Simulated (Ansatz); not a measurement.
Cost and result up the ladder for `Oc1cc2c3ccccc3c3c4ccccc4c4ccccc4c3c2c2ccccc12` (49 atoms). The state is a singlet with charge 0. Geometry: PBE-D4/def2-SVP.

```
atom   x (Å)   y (Å)   z (Å)
  O1   4.254  -0.056   3.427
  C2   3.228  -0.039   2.535
  C3   2.859  -1.140   1.788
  C4   1.733  -1.112   0.909
  C5   1.370  -2.277   0.112
  C6   2.009  -3.532   0.284
  C7   1.662  -4.644  -0.477
  C8   0.624  -4.539  -1.426
  C9  -0.016  -3.319  -1.622
 C10   0.350  -2.152  -0.893
 C11  -0.398  -0.909  -1.006
 C12  -1.291  -0.591  -2.118
 C13  -1.078  -1.115  -3.423
 C14  -1.876  -0.738  -4.501
 C15  -2.921   0.189  -4.315
 C16  -3.122   0.753  -3.057
 C17  -2.318   0.393  -1.947
 C18  -2.498   0.996  -0.631
 C19  -3.675   1.701  -0.275
 C20  -3.843   2.239   0.998
 C21  -2.835   2.060   1.969
 C22  -1.667   1.379   1.642
 C23  -1.453   0.857   0.336
 C24  -0.277   0.040   0.033
 C25   0.946   0.068   0.819
 C26   1.463   1.288   1.425
 C27   0.988   2.588   1.081
 C28   1.501   3.733   1.677
 C29   2.524   3.643   2.651
 C30   3.064   2.402   2.960
 C31   2.572   1.225   2.335
 H32   4.627  -0.957   3.452
 H33   3.455  -2.059   1.886
 H34   2.786  -3.644   1.051
 H35   2.175  -5.604  -0.315
 H36   0.299  -5.423  -1.995
 H37  -0.864  -3.273  -2.317
 H38  -0.227  -1.786  -3.600
 H39  -1.668  -1.146  -5.502
 H40  -3.553   0.495  -5.163
 H41  -3.900   1.519  -2.930
 H42  -4.489   1.796  -1.008
 H43  -4.771   2.772   1.253
 H44  -2.977   2.439   2.993
 H45  -0.905   1.214   2.414
 H46   0.211   2.689   0.313
 H47   1.112   4.718   1.377
 H48   2.913   4.553   3.132
 H49   3.898   2.307   3.668
```

Ansatz on 2 threads of AMD EPYC 7R13 on a shared host and a share (18 GiB) of an NVIDIA H100 80GB HBM3. Times are rough, and most runs start from the orbitals of an earlier one. PBE0-D4/def2-TZVP serves as the yardstick here, not as an exact answer. Differences are given only for rows in sets of like size (and for xTB, whose basis is part of the method), since another set adds its own error. Binding counts from free atoms at the same level (O triplet, C triplet, H doublet; other spins of the atoms weren't run), without zero-point energy or a counterpoise term.

Correlated methods freeze 31 core orbitals. The rows differ in basis, and correlated rows in double-zeta sets carry the largest basis error. Single mean-field runs in def2-SVP, def2-TZVP are fitted with def2-universal-jkfit.

Run but left out: HF/STO-3G (restricted singlet, unstable in another Hartree–Fock run and untested here).

Correlated methods converge slowly with the basis, most of all in double-zeta sets.

```csv
level,functions,wall time,binding energy per atom (eV),difference from PBE0-D4/def2-TZVP (eV),remarks
PBE-D4/def2-SVP,524,11 s,5.87,–,–
PBE0-D4/def2-SVP,524,11 s,5.74,–,–
BLYP-D4/def2-TZVP,1069,13 s,5.55,-0.10,–
PBE-D4/def2-TZVP,1069,14 s,5.77,0.13,–
LDA (SPW92)/def2-TZVP,1069,16 s,6.45,0.80,–
BHLYP-D4/def2-TZVP (with forces),1069,18 s,5.32,-0.32,–
r2SCAN-D4/def2-TZVP (with forces),1069,19 s,5.57,-0.07,–
PBE0-D4/def2-TZVP,1069,21 s,5.64,0.00,–
MP2/def2-SVP,524,23 s,5.52,–,restricted SCF unstable
```
